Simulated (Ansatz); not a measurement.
```yaml
crystal:
  periodic: [false, false, false]
  atoms:
    - {symbol: O, position_ang: [0.327519, -3.086053, 0.135073]}
    - {symbol: C, position_ang: [-0.412878, -2.102082, -0.188628]}
    - {symbol: C, position_ang: [0.578135, -0.632989, -0.598145]}
    - {symbol: Cl, position_ang: [0.406830, -0.180145, -2.223330]}
    - {symbol: O, position_ang: [-0.255885, 0.208768, 0.507351]}
    - {symbol: Si, position_ang: [0.078423, 1.817305, 0.802321]}
    - {symbol: H, position_ang: [-1.539962, -2.101609, -0.489842]}
    - {symbol: H, position_ang: [1.264792, -0.540500, -0.214865]}
    - {symbol: H, position_ang: [1.425487, 1.952033, 0.947366]}
    - {symbol: H, position_ang: [-0.406520, 2.792470, -0.255980]}
    - {symbol: H, position_ang: [-0.578020, 2.329159, 2.034603]}
basis:
  gaussian: {orbitals: def2-mTZVP}
hamiltonian: {xc: {name: revPBE}, dispersion: d3bj}
output: {forces: true}
```

```sh
$ ansatz run in.yaml --threads 4 --pin off --events-out ev --progress --plain --max-ram 10444MiB
```

It prints (some lines left out):

```
Functional definition: revPBE
1335 factors; their error is unknown
mean field evaluation 1: about -26630.0690 eV, gradient 7.7e1 eV
mean field evaluation 2: about -26558.8862 eV, gradient 1.9e2 eV
mean field evaluation 4: about -26639.5506 eV, gradient 3.1e1 eV
mean field evaluation 8: about -26641.5369 eV, gradient 3.3e-1 eV
mean field evaluation 16: about -26641.5012 eV, gradient 1.2e-3 eV
mean field -26641.50121578 eV, -979.0571114219 hartree, gradient 1.7e-5 eV, S^2 0.000000; 0 other end points of the search recorded, 0 dependent functions left out
reference -26641.50127216 eV, -979.0571134938 hartree; 32, 32 occupied and 113, 113 virtual orbitals, 1335 factors
Total energy: -26642.13616517 eV, -979.0804453817 hartree
Atom 0 at     0.327519    -3.086053     0.135073 Å, force    -3.658424     3.011465    -0.643857 eV/Å
Atom 1 at    -0.412878    -2.102082    -0.188628 Å, force     5.176235    -1.697000    -0.972592 eV/Å
Atom 2 at     0.578135    -0.632989    -0.598145 Å, force   -26.935031    -3.557969    -7.708028 eV/Å
Atom 3 at     0.406830    -0.180145    -2.223330 Å, force     0.088953     0.545781    -1.128151 eV/Å
Atom 4 at    -0.255885     0.208768     0.507351 Å, force     0.082728    -0.670955    -1.560280 eV/Å
Atom 5 at     0.078423     1.817305     0.802321 Å, force    -2.686102     0.611587    -0.630724 eV/Å
Atom 6 at    -1.539962    -2.101609    -0.489842 Å, force     1.416758     0.186818     0.715815 eV/Å
Atom 7 at     1.264792    -0.540500    -0.214865 Å, force    23.402963     1.861693    11.414359 eV/Å
Atom 8 at     1.425487     1.952033     0.947366 Å, force     3.202907     0.395607     0.275110 eV/Å
Atom 9 at    -0.406520     2.792470    -0.255980 Å, force     0.108650    -0.333964    -0.038595 eV/Å
Atom 10 at    -0.578020     2.329159     2.034603 Å, force    -0.199635    -0.353061     0.276943 eV/Å
Dipole moment:    -0.071652     0.181472    -0.197932 e Å
```

It took 1.7 s on 4 threads of an Arm Neoverse V1 on a shared host, with 0.54 GiB of host memory at the peak.
